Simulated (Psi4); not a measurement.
H$_{2}$BClO (SMILES OBCl), singlet, geometry from GFN2-xTB; Psi4 with B3LYP/def2-SVP, TDA.

Input for Psi4:
```
memory 2 GB

molecule {
0 1
  B    -0.72771669   -0.30090098    0.01957753
  H    -1.38575935   -1.12409828    0.52518634
  Cl    0.94452625   -0.14715322    0.45062894
  O    -1.28570137    0.49477972   -0.87410514
  H    -0.74699255    1.17197021   -1.29092491
symmetry c1
}

set basis def2-svp
set puream true
set save_jk true
set tdscf_states [5]
set tdscf_tda true
set d_convergence 1e-8

energy('td-b3lyp')
print_variables()
```

Problem. Write the output that Psi4 gives for this input, abridged.

Solution. 
```
   => Loading Basis Set <=

    Name: DEF2-SVP
    Role: ORBITAL
    Keyword: BASIS

         ---------------------------------------------------------
                                   SCF
               by Justin Turney, Rob Parrish, Andy Simmonett
                          and Daniel G. A. Smith
                              RKS Reference
         ---------------------------------------------------------

  ==> Geometry <==

    Molecular point group: c1
    Full point group: C1

    Geometry (in Angstrom), charge = 0, multiplicity = 1:

       Center              X                  Y                   Z               Mass
    ------------   -----------------  -----------------  -----------------  -----------------
         B           -0.763710839357    -0.293145173721     0.000503162061    11.009305360000
         H           -1.421753499357    -1.116342473721     0.506111972061     1.007825032230
         CL           0.908532100643    -0.139397413721     0.431554572061    34.968852682000
         O           -1.321695519357     0.502535526279    -0.893179507939    15.994914619570
         H           -0.782986699357     1.179726016279    -1.309999277939     1.007825032230

  Running in c1 symmetry.

  Rotational constants: A =      1.89119  B =      0.19477  C =      0.17658 [cm^-1]
  Rotational constants: A =  56696.30552  B =   5839.01247  C =   5293.81549 [MHz]
  Nuclear repulsion =   85.888605127081391

  Charge       = 0
  Multiplicity = 1
  Electrons    = 32
  Nalpha       = 16
  Nbeta        = 16

  ==> Algorithm <==

  SCF Algorithm Type is DF.
  DIIS enabled.
  MOM disabled.
  Fractional occupation disabled.
  Guess Type is SAD.
  Energy threshold   = 1.00e-06
  Density threshold  = 1.00e-08
  Integral threshold = 1.00e-12

  ==> Primary Basis <==

  Basis Set: DEF2-SVP
    Blend: DEF2-SVP
    Number of shells: 26
    Number of basis functions: 56
    Number of Cartesian functions: 59
    Spherical Harmonics?: true
    Max angular momentum: 2

  ==> DFT Potential <==

   => LibXC <=

    Version 7.1.2
    S. Lehtola, C. Steigemann, M. J. T. Oliveira, and M. A. L. Marques,  SoftwareX 7, 1–5 (2018) (10.1016/j.softx.2017.11.002)

   => Composite Functional: B3LYP <=

    B3LYP Hyb-GGA Exchange-Correlation Functional

    P. J. Stephens, F. J. Devlin, C. F. Chabalowski, and M. J. Frisch,  J. Phys. Chem. 98, 11623 (1994) (10.1021/j100096a001)

    Deriv               =              1
    GGA                 =           TRUE
    Meta                =          FALSE

    Exchange Hybrid     =           TRUE
    MP2 Hybrid          =          FALSE

   => Exchange Functionals <=

    0.0800   Slater exchange
    0.7200         Becke 88

   => Exact (HF) Exchange <=

    0.2000               HF

   => Correlation Functionals <=

    0.1900   Vosko, Wilk & Nusair (VWN5_RPA)
    0.8100   Lee, Yang & Parr

   => LibXC Density Thresholds  <==

    XC_HYB_GGA_XC_B3LYP:  1.00E-15

   => Molecular Quadrature <=

    Radial Scheme          =       TREUTLER
    Pruning Scheme         =           NONE
    Nuclear Scheme         =       TREUTLER

    Blocking Scheme        =         OCTREE
    BS radius alpha        =              1
    Pruning alpha          =              1
    Radial Points          =             75
    Spherical Points       =            302
    Total Points           =         107961
    Total Blocks           =            868
    Max Points             =            256
    Max Functions          =             55
    Weights Tolerance      =       1.00E-15

   => Loading Basis Set <=

    Name: (DEF2-SVP AUX)
    Role: JKFIT
    Keyword: DF_BASIS_SCF

  ==> Integral Setup <==

  SCF_SUBTYPE=INCORE selected. In-core MEM_DF algorithm will be used.
  Using in-core AOs.

  ==> MemDFJK: Density-Fitted J/K Matrices <==

    J tasked:                   Yes
    K tasked:                   Yes
    wK tasked:                   No
    Algorithm:                 Core
    Schwarz Cutoff:           1E-12
    Mask sparsity (%):       0.3189
    Fitting Condition:        1E-10

   => Auxiliary Basis Set <=

  Basis Set: (DEF2-SVP AUX)
    Blend: DEF2-UNIVERSAL-JKFIT
    Number of shells: 100
    Number of basis functions: 316
    Number of Cartesian functions: 377
    Spherical Harmonics?: true
    Max angular momentum: 4

  Minimum eigenvalue in the overlap matrix is 1.3906062175E-02.
  Reciprocal condition number of the overlap matrix is 3.2217521095E-03.
    Using symmetric orthogonalization.

  ==> Pre-Iterations <==

  SCF Guess: Superposition of Atomic Densities via on-the-fly atomic UHF (no occupation information).

   -------------------------
    Irrep   Nso     Nmo
   -------------------------
     A         56      56
   -------------------------
    Total      56      56
   -------------------------

  ==> Iterations <==

                           Total Energy        Delta E     RMS |[F,P]|

   @DF-RKS iter SAD:  -561.02032729623897   -5.61020e+02   0.00000e+00
   @DF-RKS iter   1:  -561.19555330986395   -1.75226e-01   1.13381e-02 DIIS/ADIIS
   @DF-RKS iter   2:  -560.94065241432668    2.54901e-01   1.82474e-02 DIIS/ADIIS
   @DF-RKS iter   3:  -561.35683643946481   -4.16184e-01   1.77060e-03 DIIS/ADIIS
   @DF-RKS iter   4:  -561.36173758652637   -4.90115e-03   4.68681e-04 DIIS/ADIIS
   @DF-RKS iter   5:  -561.36205820186126   -3.20615e-04   1.61812e-04 DIIS/ADIIS
   @DF-RKS iter   6:  -561.36210363171404   -4.54299e-05   2.26194e-05 DIIS
   @DF-RKS iter   7:  -561.36210446646987   -8.34756e-07   3.56773e-06 DIIS
   @DF-RKS iter   8:  -561.36210448608256   -1.96127e-08   6.10405e-07 DIIS
   @DF-RKS iter   9:  -561.36210448671579   -6.33236e-10   5.79326e-08 DIIS
   @DF-RKS iter  10:  -561.36210448672148   -5.68434e-12   1.76330e-08 DIIS
   @DF-RKS iter  11:  -561.36210448672182   -3.41061e-13   2.95714e-09 DIIS
  Energy and wave function converged.

  ==> Post-Iterations <==

   Electrons on quadrature grid:
      Ntotal   =   31.9999921617 ; deviation = -7.838e-06

[...]
  @DF-RKS Final Energy:  -561.36210448672182
    Total Energy =                       -561.3621044867219325
[...]
 ------------------------------------------------------------------------------------

 L = 1.  Multiply by 2.5417464519 to convert [e a0] to [Debye]
 Dipole X            :          2.2826032           -2.1766108            0.1059924
 Dipole Y            :         -0.0231485            0.4690033            0.4458547
 Dipole Z            :          0.7946749           -1.1534507           -0.3587758
 Magnitude           :                                                    0.5820146

 ------------------------------------------------------------------------------------

******************************************************************************************
**********                               WARNING                                **********
**********       The names of excited state variables changed between 1.5       **********
**********     and 1.6. For a quick solution, remove the symmetry specifier     **********
**********   from the variable name. For full details, see 'Notes on Psivars'   **********
**********                        in the documentation.                         **********
******************************************************************************************

         ---------------------------------------------------------
                         TDSCF excitation energies
                 by Andrew M. James and Daniel G. A. Smith
         ---------------------------------------------------------

  ==> Options <==

     Residual threshold  : 1.0000e-06
     Initial guess       : denominators
     Reference           : RHF
     Solver type         : TDA (Davidson)

  ==> Requested Excitations <==

      5 singlet states with A symmetry

  ==> Seeking the lowest 5 singlet states with A symmetry

                         Generalized Davidson Solver
                               By Ruhee Dcunha

  ==> Options <==

    Max number of iterations        = 60
    Eigenvector tolerance           = 1.0000e-06
    Max number of expansion vectors = 1500

  => Iterations <=
                           Max[D[value]]     Max[|R|]   # vectors
  DavidsonSolver iter   1:   3.44654e-01  1.01851e-01     20
  DavidsonSolver iter   2:   1.07073e-02  1.76851e-02     25
  DavidsonSolver iter   3:   3.59442e-04  3.89975e-03     30
  DavidsonSolver iter   4:   1.36288e-05  4.89043e-04     35
  DavidsonSolver iter   5:   1.84179e-07  5.76331e-05     40
  DavidsonSolver iter   6:   2.95474e-09  9.34254e-06     44
  DavidsonSolver iter   7:   5.02020e-11  9.78605e-07     46      Converged

******************************************************************************************
**********                               WARNING                                **********
**********  Length-gauge rotatory strengths are **NOT** gauge-origin invariant  **********
******************************************************************************************

                                    Excitation Energy         Total Energy        Oscillator Strength             Rotatory Strength
     #   Sym: GS->ES (Trans)        au              eV              au          au (length)    au (velocity)    au (length)    au (velocity)
    ---- -------------------- --------------- --------------- --------------- --------------- --------------- --------------- ---------------
     1        A->A (1 A)       0.26234         7.13860        -561.09977       0.0041          0.0025         -0.0000         -0.0000
     2        A->A (1 A)       0.29389         7.99721        -561.06821       0.0079          0.0025          0.0000         -0.0000
     3        A->A (1 A)       0.30652         8.34084        -561.05558       0.0712          0.0018         -0.0000          0.0000
     4        A->A (1 A)       0.33367         9.07970        -561.02843       0.1288          0.0442          0.0000          0.0000
     5        A->A (1 A)       0.33393         9.08672        -561.02817       0.0000          0.0075         -0.0000         -0.0000

Contributing excitations
Only contributions with abs(coeff) > 1.00e-01 will be printed:

Excited State    1 (1 A):   0.26234 au   173.68 nm f = 0.0041
  Sums of squares: Xssq =  1.000000e+00
     16a  ->  17a    -0.997980 (99.596%)

Excited State    2 (1 A):   0.29389 au   155.03 nm f = 0.0079
  Sums of squares: Xssq =  1.000000e+00
     14a  ->  17a     0.996137 (99.229%)

Excited State    3 (1 A):   0.30652 au   148.65 nm f = 0.0712
  Sums of squares: Xssq =  1.000000e+00
     14a  ->  19a    -0.110938 ( 1.231%)
     15a  ->  17a    -0.872316 (76.094%)
     16a  ->  18a     0.433026 (18.751%)

Excited State    4 (1 A):   0.33367 au   136.55 nm f = 0.1288
  Sums of squares: Xssq =  1.000000e+00
     13a  ->  17a     0.125100 ( 1.565%)
     14a  ->  18a    -0.170830 ( 2.918%)
     14a  ->  19a     0.128165 ( 1.643%)
     15a  ->  17a     0.391176 (15.302%)
     16a  ->  18a     0.871660 (75.979%)

Excited State    5 (1 A):   0.33393 au   136.45 nm f = 0.0000
  Sums of squares: Xssq =  1.000000e+00
     13a  ->  18a     0.140135 ( 1.964%)
     15a  ->  18a    -0.988555 (97.724%)

******************************************************************************************
**********                               WARNING                                **********
**********       The names of excited state variables changed between 1.5       **********
**********     and 1.6. For a quick solution, remove the symmetry specifier     **********
**********   from the variable name. For full details, see 'Notes on Psivars'   **********
**********                        in the documentation.                         **********
******************************************************************************************

  Variable Map:
  ----------------------------------------------------------------------------
[...]
  Array Variable Map:
  ----------------------------------------------------------------------------
[...]
[...]
```
